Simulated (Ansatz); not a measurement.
Species: [Zr(NH2)(OCH3)3] (charge 0, multiplicity 1).

Q: Give a relaxed geometry from PBE-D3(BJ)/def2-SVP (Ansatz, a quantum-chemistry and plane-wave program).

A: Several could match; the one computed here: the end point of this relaxation, one of several conformers.
Cartesian coordinates (Å) in one orientation:
```xyz
19

Zr    -0.015     0.145     0.342
N      0.196    -1.902     0.268
H     -0.279    -2.536    -0.384
H      0.813    -2.469     0.861
O      1.281     1.007    -0.835
C      2.297     1.282    -1.742
H      3.117     1.871    -1.267
H      1.920     1.877    -2.607
H      2.751     0.348    -2.152
O      0.357     0.685     2.174
C      0.614     1.319     3.386
H      1.314     2.178     3.260
H      1.077     0.614     4.115
H     -0.322     1.710     3.849
O     -1.805     0.548    -0.305
C     -3.005     1.086    -0.759
H     -3.577     1.568     0.068
H     -3.657     0.296    -1.197
H     -2.837     1.857    -1.547
```
